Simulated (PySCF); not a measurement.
H₅AlN₂O, SMILES [NH2][Al]([NH2])[OH] (PBE0/def2-SVP optimised geometry):

```
9

Al    -0.235     0.099     0.000
O     -1.070     1.543     0.000
H     -1.545     2.360    -0.001
N     -1.119    -1.437     0.000
H     -2.129    -1.510    -0.003
H     -0.704    -2.360     0.001
N      1.536     0.099     0.000
H      2.129    -0.722    -0.001
H      2.105     0.936     0.002
```

Computed with PBE0/def2-TZVP (PySCF 2.14.0).

Problem. What are the frontier orbital energies and the dipole moment?

Solution. HOMO-2 -8.66 eV, HOMO-1 -7.27 eV, HOMO -6.72 eV, LUMO 0.20 eV, LUMO+1 1.62 eV; dipole moment 0.02 D.

On the same geometry PBE/def2-TZVP (PySCF) gives HOMO-2 -6.93 eV, HOMO-1 -5.80 eV, HOMO -5.29 eV, LUMO -0.63 eV, LUMO+1 0.78 eV; dipole moment 0.01 D.

Meta-Löwdin charges at PBE0/def2-TZVP: Al1 1.07, O2 -0.81, H3 0.37, N4 -0.78, H5 0.24, H6 0.23, N7 -0.78, H8 0.23, H9 0.24.
